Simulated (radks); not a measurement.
The samarium ion Sm2+ is in [Xe] 4f6. Calculated with a radial shooting solver on a logarithmic mesh with Libxc functionals: scalar-relativistic Kohn-Sham, BLYP, spin-polarised, spherical densities, finite nucleus; Fermi nuclear charge, rms radius of each element as measured or else 0.836 A^(1/3) + 0.57 fm. Open shells are filled with parallel spins first. One electron is removed from 5s, 4d, 5p, 4f in turn, with full relaxation. Which removal costs least, and what does each cost?

Answer. 4f 25.014 eV; 5p 40.927 eV; 5s 61.236 eV; 4d 147.63 eV. The 4f electron leaves first.
